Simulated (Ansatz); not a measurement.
```yaml
crystal:
  periodic: [false, false, false]
  atoms:
    - {symbol: B, position_ang: [0.129590, -1.824498, -1.598262]}
    - {symbol: P, position_ang: [-1.399753, -0.808725, -0.898250]}
    - {symbol: P, position_ang: [0.188091, -1.733727, 1.709432]}
    - {symbol: B, position_ang: [-1.432106, -0.827534, 1.095508]}
    - {symbol: B, position_ang: [-1.516156, 1.023652, -1.597934]}
    - {symbol: P, position_ang: [-1.409156, 1.028608, 1.709469]}
    - {symbol: P, position_ang: [1.699318, -0.861290, -0.898534]}
    - {symbol: B, position_ang: [1.936454, -1.204783, 1.036128]}
    - {symbol: B, position_ang: [1.768611, 1.022442, -1.444478]}
    - {symbol: P, position_ang: [0.102023, 1.902663, -0.897724]}
    - {symbol: B, position_ang: [-0.076516, 2.278306, 1.037339]}
    - {symbol: H, position_ang: [0.105743, -2.980415, -1.165368]}
    - {symbol: H, position_ang: [0.094271, -1.751399, -2.824554]}
    - {symbol: H, position_ang: [-2.602534, -1.503690, -1.249912]}
    - {symbol: H, position_ang: [-0.063208, -3.121588, 1.483494]}
    - {symbol: H, position_ang: [0.169984, -1.750588, 3.144520]}
    - {symbol: H, position_ang: [-2.415626, -1.396372, 1.555130]}
    - {symbol: H, position_ang: [-1.470075, 0.956892, -2.824222]}
    - {symbol: H, position_ang: [-2.529762, 1.579979, -1.165261]}
    - {symbol: H, position_ang: [-2.736733, 1.504138, 1.481966]}
    - {symbol: H, position_ang: [-1.434372, 1.021399, 3.144534]}
    - {symbol: H, position_ang: [2.838204, -1.481672, -1.505531]}
    - {symbol: H, position_ang: [2.699425, -2.146723, 1.244578]}
    - {symbol: H, position_ang: [2.245510, -0.183414, 1.639935]}
    - {symbol: H, position_ang: [1.791138, 1.035844, -2.677160]}
    - {symbol: H, position_ang: [2.732071, 1.579005, -0.918618]}
    - {symbol: H, position_ang: [0.132874, 3.199554, -1.503949]}
    - {symbol: H, position_ang: [0.962428, 2.033758, 1.640760]}
    - {symbol: H, position_ang: [-0.509726, 3.410207, 1.246963]}
basis:
  gaussian: {orbitals: def2-TZVPD, initial_orbitals: start.molden}
total_charge: -1
hamiltonian: {xc: pbe0, dispersion: d4}
scf: {omitted_lower_state_checks: [starts]}
output: {orbitals: {seedname: orbitals}}
```

The file start.molden holds the orbitals of an earlier run on this structure, at another level or in another basis.

```sh
$ ansatz run in.yaml --threads 4 --pin off --events-out ev --progress --plain --max-ram 6963MiB
```

Does this run fit into the memory that it is given?

No. It has 599 basis functions, and Ansatz plans for 9 GiB where 7 GiB are given.
